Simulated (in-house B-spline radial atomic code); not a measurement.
Relativistic effects in Cu8+, [Ar] 3d3: non-relativistic Hartree-Fock (point nucleus) against Dirac-Hartree-Fock (Fermi nucleus of rms radius 3.8823 fm), both averages of the configuration, computed with a radial B-spline atomic code at the basis-set limit.

```
orbital  ε NR (Eh)  ε Dirac (Eh)  <r> NR (bohr)  <r> Dirac (bohr)  change of <r> (%)
  1s1/2    -336.19             ?        0.05289                 ?                  ?
  2s1/2     -48.39       -49.221         0.2371            0.2335               -1.5
  2p1/2    -43.172        -43.85          0.207            0.2035               -1.7
  2p3/2    -43.172       -43.088          0.207            0.2067               -0.2
  3s1/2    -11.707       -11.862         0.6716             0.664               -1.1
  3p1/2    -9.8897       -10.006           0.68            0.6723               -1.1
  3p3/2    -9.8897        -9.885           0.68            0.6792               -0.1
  3d3/2    -7.2847       -7.2676         0.6689            0.6691                0.0
  3d5/2    -7.2847             ?         0.6689                 ?                  ?
```

(1) What happens to 3d5/2?

(2) What happens to 1s1/2?

(3) What explains the pattern of contraction and expansion?

(4) By how much does the total energy change?

Answers

(1) Its energy goes to -7.2503 hartree and <r> to 0.6711 bohr (+0.33 %).

(2) Its energy goes to -340.02 hartree and <r> to 0.05211 bohr (-1.47 %).

(3) Expansion is seen in 3d5/2. The s and p1/2 orbitals contract directly, screen the nucleus better, and so push out orbitals that have little density near the nucleus; spin-orbit coupling adds to this for j = l + 1/2 and opposes it for j = l - 1/2.

(4) By -14.607 hartree, from -1616.712 to -1631.319.
